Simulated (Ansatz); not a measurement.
Molecule: Sb2, net charge 0, singlet state. 
Geometry from a B3LYP-D3(BJ)/def2-TZVP (Ansatz, a first-principles code) optimisation:
```xyz
2

Sb     0.0000     0.0000    -1.2440
Sb     0.0000     0.0000     1.2440
```

Wanted: atomisation energy (electronic, to ground-state atoms), in kcal/mol. Correlated levels leave the core frozen unless marked. Open shells are spin-unrestricted. No spin-orbit coupling. The frozen core is the preceding noble-gas configuration, with the filled d and f shells of earlier blocks. In def2 rows, elements after Kr have scalar-relativistic effective core potentials. STO-3G rows are all-electron and non-relativistic. The coupled-cluster limit lacks core correlation, which all-electron functionals hold. CBS marks a two-point X^-3 extrapolation of the correlation energy; Hartree-Fock from the larger set.

```json
[
 {"level": "HF/def2-SVPD", "program": "Ansatz", "atomisation energy (kcal/mol)": "-10.8"},
 {"level": "HF/def2-TZVPP", "program": "Ansatz", "atomisation energy (kcal/mol)": "-8.2"}
]
```

Question: What does CCSD(T)/CBS(def2-TZVPPD,def2-QZVPPD) (Ansatz) give?

Answer: 65.7 kcal/mol
